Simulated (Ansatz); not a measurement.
`F[B]([SiH3])[AlH][AsH2]` + `N[SiH3]` → `[SiH3]N[AsH2]` + `F[B]([AlH2])[SiH3]` at 600 K and 1 bar (cleavage of the As–Al bond).

Program: Ansatz. Geometries: PBE0-D4/def2-TZVP. ΔE: electronic, gas phase. CCSD(T)/CBS is the MP2 limit (def2-TZVPP, def2-QZVPP) plus CCSD(T) − MP2 in def2-TZVPP, frozen cores. This one scheme is used for every species. For As outer-core shells are correlated without core-valence functions, which leaves a few kJ/mol of doubt a bond. Scalar relativity is left out up to krypton. Each species was taken in one conformer, which may not be the lowest.

| species | CCSD(T)/CBS energy (Eh) | H − E (kJ/mol) | S (J/(mol·K)) |
| --- | --- | --- | --- |
| `F[B]([SiH3])[AlH][AsH2]` | -2894.30843 | 219.9 | 558.8 |
| `N[SiH3]` | -346.80422 | 170.6 | 320.8 |
| `[SiH3]N[AsH2]` | -2582.40077 | 202.6 | 410.9 |
| `F[B]([AlH2])[SiH3]` | -658.67346 | 177.5 | 460.5 |

H − E and S are ideal-gas, rigid-rotor, harmonic terms from PBE0-D4/def2-TZVP, for one conformer and one mirror image of each species. 1 Eh = 2625.50 kJ/mol, R = 8.31446 J/(mol·K).

Question: By hand: ΔE, ΔH, ΔS and ΔG.

Answer: ΔE = (-2582.40077) + (-658.67346) − (-2894.30843) − (-346.80422) = 0.03842 Eh = 100.9 kJ/mol. Δ(H − E) = 202.6 + 177.5 − 219.9 − 170.6 = -10.4, so ΔH = 90.5 kJ/mol. ΔS = 410.9 + 460.5 − 558.8 − 320.8 = -8.2 J/(mol·K). ΔG = 90.5 − 600 × (-8.2)/1000 = 95.4 kJ/mol.

Question: By hand: the equilibrium constant, and the temperature at which ΔG would vanish if ΔH and ΔS stayed fixed.

Answer: log₁₀ K = −ΔG/(RT ln 10) = -8.3. ΔH and −TΔS have one sign here, so there is no such temperature.

The number of gas molecules stays the same, so ΔS is small and ΔH decides. A doubt of 5 kJ/mol in ΔE shifts log₁₀ K by 0.4 here. Other conformers and mirror images would add mixing entropy, several J/(mol·K) or more a flexible species. Modes under 60 cm⁻¹, often nearly free rotors, make the harmonic entropy too high. These are equilibria of isolated gas molecules and say nothing of rates. Largest T1 diagnostic: 0.015 (customary marks: 0.02 for closed shells, 0.045 for open ones).

ΔS is within the doubt of such terms, so its sign, and with it that verdict, could turn.
